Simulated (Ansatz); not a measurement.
Two isomers of CH6BFSn: A = `C[B](F)[SnH3]`, B = `B[CH2][SnH2][F]`.

Calculated with Ansatz (gas phase, PBE0-D4/def2-TZVP geometries, no zero-point term in ΔE). CBS: MP2 limit from def2 TZ/QZ plus the TZ coupled-cluster correction, frozen cores. DFT in def2-TZVPP. B3LYP here is the variant with VWN-RPA as its local correlation; programs differ in this. Elements past krypton have def2 core potentials. For Sn outer-core shells are correlated without core-valence functions, which leaves a few kJ/mol of doubt a bond. One conformer a species, not always the lowest.

**Question.** Which isomer does CCSD(T)/CBS put lower? Give the gap. (Estimate.)

**Answer.** Ansatz gave: A, by 63.2 kJ/mol.

**Question.** Give E(B) − E(A) in kJ/mol with MP2/def2-TZVPP, ωB97M-V, B3LYP, PBE0-D4, B2PLYP, CCSD/def2-TZVPP, CCSD(T)/def2-TZVPP. (Best estimate.)

**Answer.** The calculation gave: MP2/def2-TZVPP 66.7, ωB97M-V 74.4, B3LYP 74.7, PBE0-D4 79.7, B2PLYP 70.7, CCSD/def2-TZVPP 76.3, CCSD(T)/def2-TZVPP 74.6. None reverses the order clearly.

Largest T1 diagnostic: 0.014.
